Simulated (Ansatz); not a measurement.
The same path of C$_{3}$H$_{7}$GeNO (13 atoms, charge 0, multiplicity 1) was run twice with different band settings. The coordinate that changes most is the dihedral O4–Ge2–C3–H13.

Method: Ansatz, RKS PBE-D4/def2-SVP.

Relaxed end points:

```xyz
13
Properties=species:S:1:pos:R:3
C -1.395 -0.108 0.879
Ge 0.464 0.089 0.330
C 1.362 -1.507 -0.325
O 0.395 1.146 -1.239
C -0.377 2.172 -1.258
N -1.092 3.112 -1.290
H -1.450 -0.516 1.908
H -1.930 -0.787 0.188
H -1.887 0.885 0.861
H 1.317 0.933 1.313
H 2.324 -1.232 -0.798
H 1.563 -2.200 0.516
H 0.725 -2.021 -1.070
```

```xyz
13
Properties=species:S:1:pos:R:3
C -1.024 -0.037 1.297
Ge 0.530 0.178 0.141
C 1.364 -1.448 -0.525
O -0.158 0.923 -1.458
C -1.017 1.873 -1.376
N -1.817 2.740 -1.311
H -0.703 -0.254 2.334
H -1.662 -0.864 0.932
H -1.613 0.902 1.292
H 1.539 1.243 0.647
H 1.899 -1.962 0.298
H 0.593 -2.129 -0.933
H 2.090 -1.201 -1.323
```

Common settings: movable images 9; climbing image yes; optimiser quadratic models (default); start path IDPP; force threshold 0.03 eV/Å; iteration limit 60; end points relaxed.

| run | spring |
| --- | --- |
| 1 | 5.0 eV/Å² |
| 2 | 0.1 eV/Å² |

What does each run give, and how far can it be trusted?

Run 1: converged after 4 iterations, highest image 0.024 eV above the first end. A vibrational analysis at the climbing image gives one clearly imaginary mode, 97i cm⁻¹: a first-order saddle point.
Run 2: converged after 4 iterations, highest image 0.024 eV above the first end. Another band between the same ends (9 images) ends at a top of the same energy, where a vibrational analysis finds 1 clearly imaginary mode.
